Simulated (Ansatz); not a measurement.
Saddle point of CH₈GaN, closed shell (CH₅Ga ([CH3][GaH2]) + NH₃ → GaNH₄ ([NH2][GaH2]) + CH₄; bonds formed: C2–H5; dative contacts that become bonds: Ga1–N6; bonds broken: Ga1–C2, H5–N6), PBE0-D4/def2-TZVP structure:

```xyz
11
angstrom
Ga 0.4536 -0.9755 0.4686
C 0.6973 0.9224 -0.7025
H 0.6562 -2.1482 -0.5456
H 1.1966 -0.7595 1.8273
H -0.5200 0.4768 -0.1600
N -1.4126 -0.2955 0.4972
H 0.3982 1.0032 -1.7501
H 0.7131 1.9144 -0.2445
H 1.7470 0.5930 -0.7196
H -1.8045 0.0442 1.3646
H -2.1252 -0.7752 -0.0354
```

Energies are electronic, without zero-point energy. Barriers and step energies count from the start structure reached by relaxing down the imaginary mode; all methods use the PBE0-D4 structures, on which another method's saddle can fall below an end. Ansatz 0.2.0; basis: def2-TZVPP, with def2-QZVPP for the basis limit; cores frozen in the correlated methods. Filled d shells of the heavier atoms are correlated. The def2 sets are not built for correlating such inner shells, so the correlated values are less sure here. B3LYP uses VWN-RPA correlation. Extrapolation: Hartree–Fock as exp(−7.88 √X), correlation as X^−2.97.

```tsv
method	barrier (kJ/mol)	step energy (kJ/mol)
SPW92	119.5	31.9
PBE-D4	137.4	15.1
BLYP-D4	148.2	3.0
r2SCAN-D4	147.0	17.6
B97M-V	?	13.9
PBE0-D4	151.8	20.4
B3LYP-D4	158.9	8.4
r2SCAN0-D4	157.3	21.2
BHLYP-D4	176.1	12.9
CAM-B3LYP-D4	162.9	11.2
wB97X-V	?	15.6
wB97M-V	162.7	16.7
B2PLYP	162.9	9.5
PBE-QIDH	161.9	22.7
RPA on PBE	166.0	16.7
HF	210.3	2.3
MP2	?	18.9
CCSD	175.1	17.9
CCSD(T)	167.1	19.4
```

Q: Fill in the withheld barriers. (An estimate is asked for; the value comes from the calculation.)

A: The calculation gives: MP2 161.3; wB97X-V 164.4; B97M-V 162.2 kJ/mol. Each is the energy of the saddle less that of the start structure, by the same method.

For comparison, the barrier by CCSD(T) at an estimated basis limit (MP2 extrapolated from triple and quadruple zeta, plus CCSD(T) − MP2 in triple zeta) is 163.2 kJ/mol.

No T1 diagnostic of these runs exceeds 0.014.

The step is the kind of exchange with an N–H group that builds nitride films in atomic layer and chemical vapour deposition.

Labels in which every atom is bracketed show which atoms are joined, not bond orders.

For scale, one of the runs: CCSD(T)/def2-TZVPP, 222 basis functions, launched by `ansatz run in.yaml --threads 4 --pin off --events-out ev --progress --plain --max-ram 9574MiB`. Hardware: 4 CPU threads of an AMD EPYC, shared host. Wall time 3 min; peak host memory 3.5 GiB.
